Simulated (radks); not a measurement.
As, 33 electrons, occupied as [Ar] 3d8 4s2 4p3 4f2 (not the ground configuration).

Method: non-relativistic Kohn-Sham, PBE, spin-unpolarised, spherical densities, point nucleus; computed with a radial shooting solver on a logarithmic mesh with Libxc functionals.

Energy parts (eV):
part                       energy
total                  -60708.539
kinetic                 60672.199
electron-nucleus      -144080.042
Hartree                 24900.053
exchange-correlation    -2200.749

Orbitals (lengths in bohr, moments of r in powers of bohr; r(max) is where P^2 peaks):
| orbital | occ. | eigenvalue (eV) | <r^4> | r(max) |
|---|---|---|---|---|
| 1s | 2 | -11584.51 | 0.00002111 | 0.03062 |
| 2s | 2 | -1494.478 | 0.004356 | 0.1737 |
| 2p | 6 | -1341.260 | 0.003054 | 0.1379 |
| 3s | 2 | -224.3930 | 0.2676 | 0.5269 |
| 3p | 6 | -172.4040 | 0.3104 | 0.5193 |
| 3d | 8 | -81.2096 | 0.4883 | 0.4630 |
| 4s | 2 | -33.2092 | 15.96 | 1.486 |
| 4p | 3 | -21.4796 | 29.01 | 1.661 |
| 5s | 0 | -6.2348 | 733.8 | 3.898 |
| 4d | 0 | -6.1085 | 220.2 | 2.389 |
| 5p | 0 | -3.8858 | 1868 | 4.933 |
| 4f | 2 | -0.6138 | 24280 | 9.442 |

The highest occupied level is 4f at -0.614 eV. The configuration is held as typed, so some empty levels lie below it. The density falls to 0.001 e/bohr^3 at r = 3.72 bohr. Virial ratio -V/T = 2.00060. The electron density at the nucleus is 2.475e+04 e/bohr^3.
